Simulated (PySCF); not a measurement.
# State search for HgO

Unrestricted PBE0; PySCF, scalar-relativistic core potentials, basis sets Hg cc-pVDZ-PP with ECP60, O cc-pVDZ. Outer shells of the fragments: Hg 5d10 6s2; O 2s2 2p4.

Followed along the bond (rough minima from three points):

```tsv
2Ms+1	unpaired	⟨S²⟩ at the start	R at minimum (Å)	Te (eV)
3	σ ↑, π ↑	2.01	2.24	0.00
1	σ ↓, π ↑	1.01	2.14	0.39
1	none	0.00	1.90	0.61
```

Solutions found at the starting distance of 1.975 Å, counted from the lowest of them; the search is not exhaustive and high or unbound solutions are not listed, so other states can lie among these:

```
2Ms+1  unpaired   term  E (eV)  ⟨S²⟩  ⟨Lz²⟩  μ (D)
    3  σ ↑, π ↑     ³Π    0.00  2.01   1.01  -1.41
    1  σ ↓, π ↑  mixed    0.31  1.01   1.01  -1.66
    1      none    ¹Σ⁺    0.47  0.00   0.00  -4.39
    3      π ↑↑    ³Σ⁻    2.19  2.01   0.00   2.35
    3      σ ↑↑    ³Σ⁺    2.47  2.00   0.00  -3.27
    1      π ↑↓  mixed    2.86  1.00   2.01   2.16
    1      none  mixed    4.66  0.00   2.00   1.60
    3      π ↑↑  mixed    4.68  2.01   2.01  -2.13
    1      π ↑↓  mixed    4.74  1.16   2.01  -1.77
    3      π ↑↑  mixed    4.84  2.00   2.01  -2.08
```

A term symbol is given only where ⟨S²⟩ and ⟨Lz²⟩ are close to those of a pure state; real π, δ and φ orbitals otherwise mix terms. A positive dipole means Hg(−)O(+).

Compare the gap between the two lowest followed solutions at the starting distance with the gap between their minima.

At PBE0 the second solution (Ms = 0 of mixed spin, unpaired electrons σ ↓, π ↑) lies +0.31 eV from the first (triplet, unpaired electrons σ ↑, π ↑) at 1.975 Å and +0.39 eV at the minima; the two curves relax by different amounts, since their minima lie near 2.14 and 2.24 Å.

Spin–orbit coupling is left out. Counting both spins, an empty level lies below a filled one in some of these solutions, because spin and occupation are held.
